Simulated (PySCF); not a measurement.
Computed IR spectrum (relative IR intensity) of a molecule C2H7InO. Coordinates come from a PBE-D3(BJ)/def2-SVP optimisation. The def2 effective core potentials stand for the cores of In; spin–orbit coupling is left out. The values are those of a single conformer. These are PBE-D3(BJ)/def2-SVP in PySCF 2.14.0 values and carry that method's errors. Frequencies are harmonic and unscaled.

Lines under 2 % of the strongest are left out, and lines within 2 cm⁻¹ are merged.

```
ν (cm⁻¹)  relative intensity
--------  ------------------
85                       3.3
197                      3.4
235                      4.0
308                       36
436                      4.6
443                       24
457                      7.7
559                       20
612                       13
769                       51
931                      3.9
1023                     2.8
1135                     8.6
1345                     2.3
1426                     3.3
1742                     100
2953                      17
2988                     3.5
3027                     8.6
3052                      10
3709                     8.1
```

### Question
Pick the molecule that these values belong to.
(A) C[O][InH][CH3]
(B) [CH3][In]([CH3])[OH]
(C) CC[O][InH2]
(D) C[CH2][InH][OH]

### Answer
D, C[CH2][InH][OH]
